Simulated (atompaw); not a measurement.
**Before and after: PAW (atompaw) potential for scandium**

atompaw 4.2.0.5 input, output lines left out:

```
Sc 21
GGA-PBESOL scalarrelativistic loggrid 1500 logderivrange -2 5 176
4 4 3 0 0 0
4 0 1.5
4 1 0.5
3 2 1
0 0 0
c
c
c
v
c
c
v
v
2
2.95 2.80 2.90 2.45
y
1.15
n
y
1.6
n
y
0.05
n
custom rrkj vanderbiltortho gaussian
3 0 vpsmatchnc
2.95
2.60
2.95
2.95
2.95
2.95
```

Change: local potential vpsmatchnc scheme with l = 3 at 0 Ry, radius 1.64 bohr.

Cutoffs: the cutoffs (Ry, on a coarse ladder) from which the occupation-weighted sum of valence levels, in a spherical-Bessel basis at the reference potential, stays within 10 and 1 mRy of its value at 400 Ry; they do not see the model core or the augmentation charge, which bear on the density cutoff.

**Question.** What does the change do?

**Answer.** The potential gets softer (8 Ry and 15 Ry → 8 Ry and 12 Ry); the bound ghosts move from s to p, s; the range in which the p phases agree widens (upper end 1.4 → 3.9). A state that the projectors do not describe sees the local part alone, so a deeper or shallower local part can create or remove a ghost.

| quantity | base | changed |
| --- | --- | --- |
| cutoff, loose | 8 Ry | 8 Ry |
| cutoff, tight | 15 Ry | 12 Ry |
| bound ghosts | s | s, p |
| s: phases at 2.96 bohr within 0.05 rad from the reference energy up to (Ry; the scan ends near 5) | 3.5 | 3.2 |
| p: phases at 2.96 bohr within 0.05 rad from the reference energy up to (Ry; the scan ends near 5) | 1.4 | 3.9 |
| d: phases at 2.96 bohr within 0.05 rad from the reference energy up to (Ry; the scan ends near 5) | 1.0 | 0.2 |
| lowest overlap eigenvalue by channel | s 0.71, p 0.60, d 0.58 | s 0.17, p 0.56, d 0.45 |

 A true bound ghost makes a file unfit for plane-wave use even where its test errors are small: the radial tests pick states by their node count and pass the ghost by. The cutoffs see the waves, projectors and local potential, not the compensation charge or the core.
